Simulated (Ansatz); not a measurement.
A nudged elastic band was laid between two geometries of C$_{4}$H$_{9}$NSi (15 atoms, charge 0, multiplicity 1).

Level of theory: RKS PBE0-D4/6-31G* (Ansatz 0.2.0).

```json
{
 "movable images": "5",
 "climbing image": "yes",
 "spring": "5.0 eV/Å²",
 "optimiser": "quadratic models (default)",
 "start path": "through a guess of the saddle point",
 "force threshold": "0.05 eV/Å",
 "iteration limit": "54",
 "end points": "relaxed"
}
```

First end point:

```xyz
15
Properties=species:S:1:pos:R:3
C 0.025 -2.163 0.348
C -0.423 -0.915 0.512
C 0.156 0.255 -0.168
Si 1.619 0.066 -1.367
N -0.248 1.468 -0.039
C -1.362 1.770 0.842
H 0.861 -2.399 -0.308
H -0.430 -3.003 0.866
H -1.264 -0.745 1.182
H 2.797 -0.539 -0.679
H 1.261 -0.841 -2.498
H 1.980 1.404 -1.892
H -2.291 1.288 0.507
H -1.175 1.453 1.877
H -1.526 2.851 0.846
```

Last end point:

```xyz
15
Properties=species:S:1:pos:R:3
C 0.235 -2.098 0.589
C -0.324 -0.884 0.627
C 0.122 0.244 -0.206
Si 1.553 0.046 -1.442
N -0.382 1.426 -0.192
C -1.485 1.731 0.702
H 1.068 -2.334 -0.071
H -0.121 -2.907 1.219
H -1.155 -0.712 1.308
H 1.243 -1.013 -2.448
H 1.770 1.341 -2.129
H 2.806 -0.369 -0.743
H -2.373 1.122 0.484
H -1.221 1.574 1.757
H -1.760 2.782 0.576
```

Problem. Which bonds break or form, and what moves?

Solution. No bond is made or broken. The dihedral C2–C3–Si4–H12 goes from 180 to -59°. The two ends are copies of one structure, up to a mirror image or an exchange of like atoms.

Problem. What energy profile does the band end with?

Solution. The forces met the threshold. The highest image is number 3 of 0 to 6, 0.9 kJ/mol above the ends, which have the same energy within 2 meV. A vibrational analysis at the climbing image gives no mode beyond 40i cm⁻¹: the surface is too flat there to confirm a saddle point.

| image | path coordinate (Å) | energy (kJ/mol) | dihedral C2–C3–Si4–H12 (°) |
| --- | --- | --- | --- |
| 0 | 0.00 | 0.0 | 180 |
| 1 | 0.79 | 0.4 | -162 |
| 2 | 1.58 | 0.9 | -143 |
| 3 | 2.38 | 0.9 | -120 |
| 4 | 3.17 | 0.9 | -98 |
| 5 | 3.97 | 0.4 | -78 |
| 6 | 4.77 | 0.0 | -59 |

Problem. What is the geometry of the highest image?

Solution. 
```xyz
15
Properties=species:S:1:pos:R:3
C 0.154 -2.169 0.600
C -0.347 -0.929 0.630
C 0.142 0.188 -0.190
Si 1.571 0.094 -1.442
N -0.330 1.383 -0.176
C -1.435 1.730 0.698
H 0.979 -2.444 -0.050
H -0.250 -2.955 1.231
H -1.176 -0.720 1.304
H 2.203 -1.255 -1.546
H 1.050 0.459 -2.785
H 2.623 1.061 -1.033
H -2.340 1.151 0.467
H -1.193 1.568 1.757
H -1.671 2.789 0.564
```

The band took 7 iterations and of the order of 9 core-minutes.

Time of the run: 4.4 min on 2 threads of Arm Neoverse N1, with other jobs on the host, peak memory 0.29 GiB.
